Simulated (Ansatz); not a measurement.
Input for Ansatz (development build ahead of 0.2.0):

```yaml
crystal:
  periodic: [false, false, false]
  atoms:
    - { symbol: V, position_ang: [0.0, 0.0, 0.0] }
    - { symbol: V, position_ang: [0.0, 0.0, 1.77] }
basis:
  gaussian: { orbitals: def2-SVP }
magnetization:
  initial_magnetization: 2
hamiltonian:
  xc: pbe0
scf:
  omitted_lower_state_checks: [starts, atomic_configurations, cluster_reference, orbital_swaps, given_window_search, neighbouring_geometries, increment]
output:
  forces: true
```

The input is written out in the form of the current development build from the run's settings.

The run gave:

| Property | Result |
| --- | --- |
| Converged | yes |
| Total energy | -1887.15429 hartree |
| Spin squared of the determinant | 2.000 |
| Stability test | minimum among restricted orbitals |

Forces (eV/Å):
```
atom     Fx     Fy      Fz
  V1  0.000  0.000   2.339
  V2  0.000  0.000  -2.339
```

Caution: no unrestricted run beside it, a lower state can exist; another spin multiplicity may lie lower.
